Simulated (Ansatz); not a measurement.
Consider the ligand exchange at the Sc–O bond: `C[O][Sc]([OH])[Cl]` + `O[SiH3]` → `C[O][Sc]([Cl])[O][SiH3]` + H₂O.

Isolated molecules relaxed with PBE0-D4/def2-TZVP in Ansatz; ΔE leaves out vibrations. CCSD(T)/CBS adds triple-zeta CCSD(T) − MP2 to the extrapolated MP2 energy (def2 sets, frozen cores). This one scheme is used for every species. DFT in def2-TZVPP. For Sc outer-core shells are correlated without core-valence functions, which leaves a few kJ/mol of doubt a bond. Scalar relativity is left out up to krypton. Each species was taken in one conformer, which may not be the lowest.

```tsv
level	ΔE (kJ/mol)	difference from CCSD(T)/CBS
PBE0-D4	-25.2	5.6
CAM-B3LYP-D4	-23.1	7.7
ωB97X-V	-22.7	8.1
ωB97M-V	-22.4	8.4
r2SCAN0	-24.1	6.7
LC-ωPBE	-20.1	10.7
CCSD/def2-SVP	-33.7	-2.9
CCSD(T)/def2-SVP	-34.2	-3.4
HF/def2-TZVPP	-27.1	3.7
MP2/CBS(def2)	-29.9	0.9
CCSD(T)/CBS	-30.8	0
```

Largest T1 diagnostic among the species: 0.015.

The D4 term adds −4.5 kJ/mol with B3LYP and −2.8 kJ/mol with PBE0; it sums over pairs of atoms, weighted by their polarisabilities, and B3LYP, whose exchange is more repulsive, gets the larger term. At CCSD(T), def2-SVP lies −3.4 kJ/mol from the extrapolated value and def2-TZVPP +2.3 kJ/mol. Leaving LDA and LC-ωPBE aside and taking each functional with its dispersion term where it has one, the values, not all of them listed here, spread over 5.9 kJ/mol, from BHLYP-D4 to ωB97M-V.

B3LYP here is the variant with VWN-RPA as its local correlation; programs differ in this.
